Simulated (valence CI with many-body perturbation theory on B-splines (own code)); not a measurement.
**Hyperfine factors and g values of Ag⁶⁺**

Method: configuration interaction combined with many-body perturbation theory (CI+MBPT): five valence electrons over a frozen Dirac-Fock core [Kr], a basis of 7 s, 7 p, 8 d, 6 f, 4 g, 1 h functions for each j, with the one-electron correlation potential Σ1 (screened to all orders), the two-electron term Σ2, the three-electron term Σ3, Breit, model QED; selected single and double excitations, second order for the rest, scaled by the run's own slope (own B-spline code, finite nucleus).

Against 33 measured levels this calculation errs by 362 cm⁻¹ on average and by 1022 at most. These come from a selection out of Gamrath, thesis, University of Mons (2023). Levels without a partner in it may be off by more, other configurations by 1,000 to 8,000 cm⁻¹. Among the levels kept, up to 1600 cm⁻¹ of a level comes from second order outside the variational space, and about a tenth of that is noise between levels of different J, which matters for small intervals. Only levels of the ground parity were solved; by the run's estimate the other parity begins above the list, which can be wrong where configurations are misplaced.

A/g_I is the dipole constant over the nuclear g factor μ/I (μ in nuclear magnetons, uniformly magnetised nucleus), B/Q the quadrupole constant per barn. Both hold the static response of the core; the bare values leave it out. Large factors of s and p1/2 electrons are usually good to 5 to 10 %; those of open d and f shells near neutrality can be off by tens of per cent, and small factors of p3/2, d and f electrons come from cancelling terms and can be off by a factor of two or in sign, in half-filled shells by more. B is blank for J = 1/2, where it vanishes, and for nearly pure S terms. Energies count from the lowest level.

Names give the largest LS component (configuration and term), which can be under half, so a name can repeat, a term be missing and a line seem to break the LS rules; names also repeat where a configuration has a term twice. Letters in brackets count levels of one name in rising energy.

```csv
Level,E (cm⁻¹),g,A/g_I (MHz),A/g_I bare,B/Q (MHz/b),B/Q bare
4d5 6S_5/2,0.0,1.992,-922,-11.8,,
4d5 4G_5/2,29159,0.654,1480,1130,416,382
4d5 4G_7/2,30069,0.998,930,914,389,359
4d5 4G_11/2,30356,1.266,653,907,-21.5,-24.2
4d5 4G_9/2,30570,1.171,706,861,301,277
4d5 4P_5/2,32412,1.405,134,497,1070,995
4d5 4P_3/2,33446,1.459,355,795,839,779
4d5 4P_1/2,35081,1.713,-520,113,,
4d5 4D_7/2,36713,1.406,205,573,451,426
4d5 4D_1/2,39003,0.943,1450,1420,,
4d5 4D_5/2,39628,1.425,290,683,-638,-595
4d5 4D_3/2,40119,1.429,441,853,-507,-473
4d5 2I_11/2,43065,0.942,1140,1080,107,97.4
4d5 2I_13/2,44524,1.077,975,1050,-0.463,0.679
4d5 2D_5/2 [a],47531,1.081,759,820,355,330
4d5 2D_3/2 [a],48468,0.625,1900,1570,-141,-132
4d5 4F_7/2,48998,1.149,899,1050,-914,-849
4d5 4F_9/2,49169,1.224,622,827,-9.41,-10.8
4d5 4F_5/2,51208,1.016,1030,1040,-769,-713
4d5 2F_7/2 [a],53498,1.156,705,843,-343,-316
4d5 2H_9/2,53618,1.071,922,986,417,391
4d5 4F_3/2,54068,0.616,1920,1570,-136,-126
4d5 2G_7/2 [a],55839,0.962,1280,1250,-632,-575
4d5 2H_11/2,57466,1.077,948,1020,-84.7,-68.9
4d5 2F_5/2 [a],57597,0.956,890,824,858,790
4d5 2G_9/2 [a],58999,1.057,932,981,-314,-278
4d5 2F_7/2 [b],59945,1.145,885,1030,449,404
4d5 2F_5/2 [b],60409,0.974,1040,1010,-922,-858
4d5 2S_1/2,64301,1.992,-907,-6.49,,
4d5 2D_3/2 [b],72175,0.803,1420,1230,-299,-273
4d5 2D_5/2 [b],73493,1.181,709,874,-108,-92.5
4d5 2G_9/2 [b],79175,1.111,846,947,-394,-367
4d5 2G_7/2 [b],79688,0.895,1330,1230,597,553
4d5 2P_3/2,94409,1.300,591,878,-758,-702
4d5 2P_1/2,95528,0.687,479,79.2,,
4d5 2D_5/2 [c],104770,1.200,575,748,-253,-233
4d5 2D_3/2 [c],105550,0.830,1800,1680,1.00e+03,929
4d4.5s 6D_1/2,239390,3.296,9590,9900,,
4d4.5s 6D_3/2,240590,1.860,4040,4120,825,766
4d4.5s 6D_5/2,242240,1.653,3190,3260,621,574
```

Q: Take the isotope of mass number 107, with I = 1/2, μ = -0.11352 μN. What is the hyperfine structure of 4d5 4G_5/2?

A: From the table A = -336 MHz. Shifts from the centre of gravity in MHz: F = 2: 588, F = 3: -420.
